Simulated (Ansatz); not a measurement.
`CN[SiH2][GaH2]` + H–F → `[F][GaH2]` + `CN[SiH3]` at 700 K and 1 bar (cleavage of the Ga–Si bond).

Computed with Ansatz on PBE0-D4/def2-TZVP structures; ΔE is electronic, products minus reactants. CCSD(T)/CBS adds triple-zeta CCSD(T) − MP2 to the extrapolated MP2 energy (def2 sets, frozen cores). This one scheme is used for every species. For Ga outer-core shells are correlated without core-valence functions, which leaves a few kJ/mol of doubt a bond. Scalar relativity is left out up to krypton. Each species was taken in one conformer, which may not be the lowest.

```csv
species,CCSD(T)/CBS energy (Eh),H − E (kJ/mol),S (J/(mol·K))
`CN[SiH2][GaH2]`,-2310.57822,309.8,505.8
H–F,-100.39570,45.2,198.5
`[F][GaH2]`,-2024.95631,74.9,302.8
`CN[SiH3]`,-386.04948,271.2,396.1
```

H − E and S are ideal-gas, rigid-rotor, harmonic terms from PBE0-D4/def2-TZVP, for one conformer and one mirror image of each species. 1 Eh = 2625.50 kJ/mol, R = 8.31446 J/(mol·K).

Q: By hand: ΔE, ΔH, ΔS and ΔG.

A: ΔE = (-2024.95631) + (-386.04948) − (-2310.57822) − (-100.39570) = -0.03187 Eh = -83.7 kJ/mol. Δ(H − E) = 74.9 + 271.2 − 309.8 − 45.2 = -8.9, so ΔH = -92.6 kJ/mol. ΔS = 302.8 + 396.1 − 505.8 − 198.5 = -5.4 J/(mol·K). ΔG = -92.6 − 700 × (-5.4)/1000 = -88.8 kJ/mol.

Q: By hand: the equilibrium constant, and the temperature at which ΔG would vanish if ΔH and ΔS stayed fixed.

A: log₁₀ K = −ΔG/(RT ln 10) = 6.6. ΔG = 0 at ΔH/ΔS = 17148 K, far beyond where these terms or the molecules hold.

The number of gas molecules stays the same, so ΔS is small and ΔH decides. A doubt of 5 kJ/mol in ΔE shifts log₁₀ K by 0.4 here. Other conformers and mirror images would add mixing entropy, several J/(mol·K) or more a flexible species. These are equilibria of isolated gas molecules and say nothing of rates. Largest T1 diagnostic: 0.014 (customary marks: 0.02 for closed shells, 0.045 for open ones).
